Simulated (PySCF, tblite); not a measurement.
Isomers of C5H9OSi (doublet state). Calculated harmonic vibrations of the isolated species, GFN2-xTB (tblite), most abundant isotopes, no scaling. This tight-binding method is rough: wavenumbers can miss measured ones by several per cent, in bad cases by 10 to 20. Modes of hydrogen on silicon can be 10 to 20 % off. One conformer each. Open shells enter through the occupations alone, without spin polarisation, and single modes of such species can be off by tens of per cent.

Electronic energies: B3LYP/pcH-1 single points on the GFN2-xTB geometries (PySCF, gas phase).

```csv
SMILES,"electronic energy, lowest = 0 (kJ/mol)"
OC[C@@H]1C=[C]C[SiH2]1,126.8
O[CH][C@H]1C=CC[SiH2]1,58.7
C[C@@H]1C=[C]C[SiH2]O1,0.0
```

**Question.** How do GFN2-xTB zero-point energies change the relative energies?

**Answer.** 
```
                SMILES  ZPE (kJ/mol)  of it from modes above 1550 cm⁻¹  electronic (kJ/mol)  with ZPE, lowest = 0 (kJ/mol)  lowest mode (cm⁻¹)  rings
C[C@@H]1C=[C]C[SiH2]O1         321.2                             163.3                  0.0                            0.0                  71      1
O[CH][C@H]1C=CC[SiH2]1         315.4                             166.5                 58.7                           52.9                  38      1
OC[C@@H]1C=[C]C[SiH2]1         318.5                             165.1                126.8                          124.1                  57      1
```

The zero-point energies span 5.8 kJ/mol, from `O[CH][C@H]1C=CC[SiH2]1` to `C[C@@H]1C=[C]C[SiH2]O1`. The order is unchanged.

**Question.** And how do the electronic energies of GFN2-xTB itself compare?

**Answer.** `C[C@@H]1C=[C]C[SiH2]O1` 0.0; `O[CH][C@H]1C=CC[SiH2]1` 149.9; `OC[C@@H]1C=[C]C[SiH2]1` 217.8 kJ/mol, lowest = 0. Against the energies above, taken from the same isomer `C[C@@H]1C=[C]C[SiH2]O1`, the largest difference is 91.2 kJ/mol.

**Question.** What do entropy and thermal enthalpy add at 298.15 K and 1 bar (rigid rotor, harmonic oscillator, one conformer each)?

**Answer.** 
```tsv
SMILES	point group	symmetry number	S (J/(mol K))	H − H(0) (kJ/mol)	ZPE + H − H(0) − TS (kJ/mol)
C[C@@H]1C=[C]C[SiH2]O1	C1	1	369.3	23.68	234.8
O[CH][C@H]1C=CC[SiH2]1	C1	1	387.0	25.20	225.3
OC[C@@H]1C=[C]C[SiH2]1	C1	1	376.9	24.42	230.5
```

S holds R ln(2S + 1) for the spin.
